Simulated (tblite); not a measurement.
Run record: tight-binding relaxation, `N#CC[SiH2][Se][SiH3]`.

Computed with GFN2-xTB geometry optimisation, gas phase (tblite 0.8.0). Start geometry: from a force field or distance geometry. The input is one job of a driver script: a line of settings, then coordinates in Å.

Command:
```bash
OMP_NUM_THREADS=1 python probes_run.py task.json out
```

Input:
```
{"job": {"kind": "relax", "xc": "GFN2-xTB", "basis": "xTB"}, "charge": 0, "multiplicity": 1}
N     -1.232400     2.281700    -1.327100
C     -1.523000     1.397800    -0.627600
C     -1.851100     0.287500     0.292000
Si    -0.876600    -1.195800    -0.217900
Se     0.913100    -1.317500     1.225300
Si     2.502500     0.080900     0.354300
H     -1.555100     0.629200     1.292400
H     -2.916600     0.046100     0.248800
H     -0.339600    -0.946100    -1.547500
H     -1.635200    -2.457200    -0.167000
H      1.894300     0.834800    -0.747500
H      3.647400    -0.687700    -0.186900
H      2.967800     1.046700     1.391000
```

Output:
```
step      E/eV     max force
  0    -473.81261    2.653
  1    -473.84482    5.914
  2    -473.95061    1.395
  3    -473.97475    0.337
  4    -473.98948    0.391
  5    -474.00711    0.531
  6    -474.01599    0.310
  7    -474.02330    0.206
  8    -474.02844    0.283
  9    -474.03248    0.237
... (150 lines left out)
160    -474.11142    0.068
161    -474.11202    0.060
162    -474.11238    0.134
163    -474.11205    0.176
164    -474.11283    0.035
165    -474.11293    0.025
166    -474.11305    0.021
167    -474.11309    0.018
168    -474.11313    0.012
169    -474.11315    0.010
```

«max force» is the largest atomic force in eV/Å.

Q: From which step on does the largest force stay under 0.1 eV/Å, and how much energy is left to gain from there?

A: From step 164 (0.035 eV/Å), 0.3 meV above the end.

Summary of the converged run: energy lowered by 6.9 kcal/mol over 169 steps; largest atomic force 0.010 eV/Å at the end.

Q: Give the final coordinates.

A: 0.641 Å rms from the input after alignment:
```
atom  x, y, z in Å
N1    -0.3279    2.2780   -0.4502
C2    -1.0225    1.4248   -0.1315
C3    -1.8223    0.3087    0.2469
Si4   -0.8999   -1.3167   -0.2182
Se5    1.0607   -1.4806    0.9123
Si6    2.3606    0.2546    0.0989
H7    -2.0004    0.3477    1.3226
H8    -2.7821    0.3599   -0.2657
H9    -0.6573   -1.3111   -1.6595
H10   -1.7166   -2.4380    0.2276
H11    1.9822    0.4352   -1.2947
H12    3.7100   -0.2750    0.2531
H13    2.1112    1.4130    0.9406
```

Q: Estimate the wall time. Hardware: an Arm Neoverse N1 with one thread, shared host with 64 logical CPUs at a one-minute load of 60.

A: About 2.1 s.
Labels such as C1 count atoms from 1, the log's own numbers from 0.
